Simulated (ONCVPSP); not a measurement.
**silver (Ag), ONCV: configuration errors across variants**

ONCVPSP 4.0.1 input, shortened (lines: element, Z, core and valence counts, functional; n l f; lmax; l rc ep ncon nbas qcut; lloc lpopt rc5 dvloc0; l nproj debl; icmod fcfact rcfact), PBEsol, fully relativistic:

```
  Ag 47.00    6    3  -116133      upf
    1    0    2.00
    2    0    2.00
    2    1    6.00
    3    0    2.00
    3    1    6.00
    3    2   10.00
    4    0    2.00
    4    1    6.00
    4    2   10.00
    2
    0    1.45    0.00    5    8    7.00
    1    1.20    0.00    4    7   10.40
    2    1.80    0.00    3    8    7.60
    4    5    1.05   -1.00
    0    2    1.80
    1    2    3.50
    2    2    1.50
    3    3.00    1.60
```

Open shells are filled in proportion to 2j + 1.

In the s channel the program set the typed energies aside and used -3.790, 0.250 Ha.

All-electron excitation energies from the reference (eV): (1) 4s2 4p6 4d10 5s1 -7.748; (2) 4s2 4p6 4d9 22.115; (3) 4s2 4p6 4d8 58.295; (4) 4s2 4p6 4d9 5s1 5p1 0.854.

Errors AE − PS in meV (a dash: test not solved or not reliable):

| change | (1) | (2) | (3) | (4) | bound ghosts | GHOST(+) flags above zero |
| --- | --- | --- | --- | --- | --- | --- |
| base | +0.8 | +6.7 | +51 | +13 | none | s |
| p: rc 0.9; local potential polynomial inside 0.90 bohr (lpopt 5, dvloc0 -1 Ha) | +0.9 | +6.7 | +51 | +13 | none | s |
| p: rc 1; local potential polynomial inside 1.00 bohr (lpopt 5, dvloc0 -1 Ha) | +0.8 | +6.7 | +51 | +13 | none | s |
| p: rc 1.18 | +0.8 | +6.7 | +51 | +13 | none | s |
| p: rc 1.4 | +0.8 | +6.6 | +51 | +13 | none | s |
| p: rc 1.68 | +0.8 | +6.7 | +52 | +13 | none | s |

Problem. Give the same row for: p: rc 1.52.

Solution. +0.8, +6.6, +51, +13; bound ghosts: none; GHOST(+) flags above zero: s.
